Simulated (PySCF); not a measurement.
This PySCF input asks for the NMR shieldings of SMILES O[Si@@]1(CF)C=CO1, C3H5FO2Si; the geometry comes from GFN2-xTB.

```python
import basis_set_exchange as bse
import numpy as np
from pyscf import gto, dft
from pyscf.prop import nmr

atoms = """
O    -0.640350    1.736264    0.844883
Si   -0.079747    0.366293    0.200638
C    -1.484725   -0.923172    0.057339
F    -2.673583   -0.255548   -0.184258
C     1.356368    0.370297   -1.030678
C     2.077247   -0.113329   -0.021646
O     1.247968   -0.210768    1.082932
H    -1.555427    1.985570    0.728384
H    -1.629010   -1.475882    0.987890
H    -1.359795   -1.634926   -0.758779
H     1.643280    0.574372   -2.040998
H     3.098973   -0.419859    0.108265
"""
names = dict.fromkeys(["O", "Si", "C", "F", "H"], "pcSseg-1")
basis = {el: gto.basis.parse(bse.get_basis(n, elements=[el], fmt="nwchem")) for el, n in names.items()}
mol = gto.M(atom=atoms, basis=basis, charge=0, verbose=0)
mf = dft.RKS(mol, xc="PBE0")
mf.grids.level = 2
mf.grids.alignment = dft.numint.BLKSIZE   # the property module wants whole blocks of grid points
mf.conv_tol = 1e-9
mf.kernel()

calc = nmr.RKS(mf)   # GIAO
C = mf.mo_coeff
Co = C[:, mf.mo_occ > 0]
resp = mf.gen_response(singlet=True, hermi=2)
def vind(x):   # induced exchange potential for any number of trial vectors
    d = np.einsum("pi,xij,qj->xpq", C, 2 * x.reshape(-1, C.shape[1], Co.shape[1]), Co, optimize=True)
    return np.einsum("xpq,pi,qj->xij", resp(d - d.transpose(0, 2, 1)), C, Co, optimize=True).ravel()
mo1, _ = nmr.rhf.solve_mo1(calc, with_cphf=vind)
sigma = calc.kernel(mo1)
for i, s in enumerate(sigma):   # ppm
    print("%2d %-2s %9.2f" % (i, mol.atom_pure_symbol(i), np.trace(s) / 3))
```

Task: What does it print?

Result: 
```
 0 O     282.01
 1 Si    354.51
 2 C     107.62
 3 F     488.43
 4 C      74.94
 5 C      13.32
 6 O     166.31
 7 H      28.14
 8 H      26.72
 9 H      26.72
10 H      26.67
11 H      24.05
```

These numbers come from an equivalent density-fitted implementation of the same equations, which agrees with the script to about 0.01 ppm for H and up to a few tenths of a ppm for heavy atoms, so last digits may differ.

Size and cost of the density-fitted run: 151 basis functions, 31 s wall time on 1 thread of an Arm Neoverse N1, shared host; peak memory 0.71 GiB.
